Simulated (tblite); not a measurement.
Isomers of C4H9NOSi3. Method: GFN2-xTB as coded in tblite; computed harmonic values from a numerical Hessian at the method's own geometry, unscaled. The method is semi-empirical: single wavenumbers can be off by several per cent or more. Modes of hydrogen on silicon can be 10 to 20 % off. One conformer each.

Electronic energies: GFN2-xTB at the same geometries; isomer energies are rough at this level and their order can be wrong.

| SMILES | electronic energy, lowest = 0 (kJ/mol) |
| --- | --- |
| CC(=O)[Si]1(C#N)[SiH2]C[SiH2]1 | 426.9 |
| N#CC[C@@H]1[SiH2][SiH2][SiH2]C1=O | 322.9 |
| C#C[SiH2]O[Si@@H]1C=C[SiH2]N1 | 0.0 |

Question: How do GFN2-xTB zero-point energies change the relative energies?

Answer: 
```csv
SMILES,ZPE (kJ/mol),of it from modes above 1550 cm⁻¹,electronic (kJ/mol),"with ZPE, lowest = 0 (kJ/mol)",lowest mode (cm⁻¹),rings
C#C[SiH2]O[Si@@H]1C=C[SiH2]N1,293.3,166.8,0.0,0.0,8i,1
N#CC[C@@H]1[SiH2][SiH2][SiH2]C1=O,290.7,157.1,322.9,320.3,36,1
CC(=O)[Si]1(C#N)[SiH2]C[SiH2]1,297.6,167.3,426.9,431.3,27,1
```

The zero-point energies span 6.9 kJ/mol, from `N#CC[C@@H]1[SiH2][SiH2][SiH2]C1=O` to `CC(=O)[Si]1(C#N)[SiH2]C[SiH2]1`. Slightly imaginary modes are left out of the zero-point energy: `C#C[SiH2]O[Si@@H]1C=C[SiH2]N1` 7.7i cm⁻¹. The order is unchanged.
